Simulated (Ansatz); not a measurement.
```xyz
3

O    -0.0069   -0.0050   -0.4256
O     0.0097    1.0599    0.2080
O     0.0086   -1.0635    0.2059
```

Basis set: STO-3G (spherical functions). Frozen core: 3 orbitals. Charge 0, multiplicity 1.

Computed with Ansatz (development build ahead of 0.2.0); each method stands on the lowest determinant of its kind that the runs found. Restricted open shells among the atoms or ions are ROHF, correlated in semicanonical orbitals with singles.

The atomization energy at this shape (free ground-state atoms in the same class of orbitals less the molecule, no zero-point energy) of singlet O₃:

```csv
method,atomization energy
RHF,-344.9 kJ/mol
```

(1) What does RHF-MP2 give?

Results:

(1) 203.0 kJ/mol. Caution: in another basis set an unrestricted determinant lies well below; the shape is not the minimum. Caution for RHF: the molecule lies well above its atoms at this level.

This basis has no polarisation functions and is too small for such energies, which can lie far from measured ones in either direction.
